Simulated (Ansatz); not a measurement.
`N#[C][Sn]([F])([F])[Cl]` + HCl → `N#[C][Sn]([F])([Cl])[Cl]` + H–F at 500 K and 1 bar (ligand exchange at the Sn–F bond).

Isolated molecules relaxed with PBE0-D4/def2-TZVP in Ansatz; ΔE leaves out vibrations. CCSD(T)/CBS is the MP2 limit (def2-TZVPP, def2-QZVPP) plus CCSD(T) − MP2 in def2-TZVPP, frozen cores. This one scheme is used for every species. Elements past krypton have def2 core potentials. For Sn outer-core shells are correlated without core-valence functions, which leaves a few kJ/mol of doubt a bond.

| species | CCSD(T)/CBS energy (Eh) | H − E (kJ/mol) | S (J/(mol·K)) |
| --- | --- | --- | --- |
| `N#[C][Sn]([F])([F])[Cl]` | -966.22816 | 80.5 | 441.8 |
| HCl | -460.38127 | 32.5 | 201.9 |
| `N#[C][Sn]([F])([Cl])[Cl]` | -1326.22933 | 79.7 | 453.6 |
| H–F | -100.39570 | 39.4 | 188.7 |

H − E and S are ideal-gas, rigid-rotor, harmonic terms from PBE0-D4/def2-TZVP. 1 Eh = 2625.50 kJ/mol, R = 8.31446 J/(mol·K).

**Question.** By hand: ΔE, ΔH, ΔS and ΔG.

**Answer.** ΔE = (-1326.22933) + (-100.39570) − (-966.22816) − (-460.38127) = -0.01560 Eh = -41.0 kJ/mol. Δ(H − E) = 79.7 + 39.4 − 80.5 − 32.5 = 6.1, so ΔH = -34.9 kJ/mol. ΔS = 453.6 + 188.7 − 441.8 − 201.9 = -1.4 J/(mol·K). ΔG = -34.9 − 500 × (-1.4)/1000 = -34.2 kJ/mol.

**Question.** By hand: the equilibrium constant, and the temperature at which ΔG would vanish if ΔH and ΔS stayed fixed.

**Answer.** log₁₀ K = −ΔG/(RT ln 10) = 3.6. ΔG = 0 at ΔH/ΔS = 24929 K, far beyond where these terms or the molecules hold.

The number of gas molecules stays the same, so ΔS is small and ΔH decides. A doubt of 5 kJ/mol in ΔE shifts log₁₀ K by 0.5 here. These are equilibria of isolated gas molecules and say nothing of rates. Largest T1 diagnostic: 0.014 (customary marks: 0.02 for closed shells, 0.045 for open ones).
